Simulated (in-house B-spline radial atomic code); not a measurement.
# Ionising the rhodium ion Rh³⁺ with different functionals

Computed with a B-spline radial code for spherical atoms: non-relativistic Hamiltonian, point nucleus, spin-polarised at highest spin, spherical fractional occupations for the functionals, and exact exchange of hybrids averaged over the configuration. The ionisation energy is the difference of two self-consistent energies, [Kr] 4d6 → [Kr] 4d5, without Breit or QED terms; ε is the level of the shell that loses the electron (its least bound occupied spin orbital). There is no spin-orbit coupling in this Hamiltonian.

```
   method                    rung  ΔSCF (eV)  -ε(4d) (eV)
     PBE0           global hybrid      45.03        40.02
    B3LYP           global hybrid          ?            ?
    TPSSh           global hybrid      44.92        38.65
   M06-2X           global hybrid      45.81        42.92
BHandHLYP           global hybrid          ?            ?
  r2SCAN0           global hybrid      44.44        39.61
    B97-1           global hybrid      45.34        39.91
    HSE06  range-separated hybrid      45.00        39.58
    wB97X  range-separated hybrid      45.12        42.76
CAM-B3LYP  range-separated hybrid      45.29        41.72
  LC-wPBE  range-separated hybrid      45.12        43.03
```

What does BHandHLYP give?

ΔSCF 44.96 eV, and -ε(4d) = 41.95 eV.

What does B3LYP give?

ΔSCF 45.31 eV, and -ε(4d) = 39.82 eV.

Among the functionals, which spreads more, the ΔSCF values or the orbital energies?

The orbital energies: ΔSCF values span about 1.37 eV and the orbital energies 4.38 eV.

How do they compare with the NIST value?

NIST lists 42 eV ± 1.7 (tabulated theory, ground level to ground level). Errors run from +2.44 to +3.81 eV. The correlated functionals all miss on the same side by more than they spread, so the cause is common to them (relativity, Breit-QED terms, multiplet and fine-structure energies, or a listed next ion that isn't the cheapest removal here) and closeness doesn't rank the functionals.
